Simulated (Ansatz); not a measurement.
Coupled-cluster diagnostics for Li6H7, Ansatz.

Geometry of the doublet (PBE0-D4/def2-TZVP):

```xyz
13

Li    1.4159    0.3936   -1.1415
Li    1.0400   -1.2453    1.4123
Li   -0.9910    0.8606   -1.4948
Li    0.2558   -1.7705   -0.8625
Li   -0.4952    1.9921    0.6339
Li   -1.5568   -0.4775    1.0742
H     0.2665    0.3286    0.8478
H    -0.5224   -1.8784    0.7874
H     0.1740    0.4849    1.6935
H     1.8525   -1.0824   -0.1483
H     0.4296    1.9180   -0.8700
H    -1.8733    0.9606    0.1026
H     0.0044   -0.4844   -2.0347
```

Correlated methods freeze no core orbitals; core or outer-core shells of Li are correlated, in sets that lack core-valence functions. In the doublet, H7 and H9 lie 0.87 Å apart (atoms count from 1), so H2 has formed as a molecule. Another isomer (doublet) lies 0.44 eV lower at PBE0-D4/def2-TZVP; other spin states weren't run for this one.

**Question.** Estimate the CCSD(T) correlation energy, the shares of MP2 and (T), T1 and the reference's ⟨S²⟩ for: charge 0, doublet, own geometry in def2-TZVP; and the rough time on 2 threads of Arm Neoverse V2 on a shared host.

**Answer.** 
```tsv
state	basis	correlation (eV)	MP2 share (%)	(T) share (%)	T1	⟨S²⟩ (pure)	wall time
charge 0, doublet, own geometry	def2-TZVP	-11.459	82.9	0.8	0.009	0.75 (0.75)	56 s
```
Customary marks for T1 are 0.02 (closed shells), 0.045 (open shells) and about 0.05 (3d metals). T1 stays under 0.02 throughout.
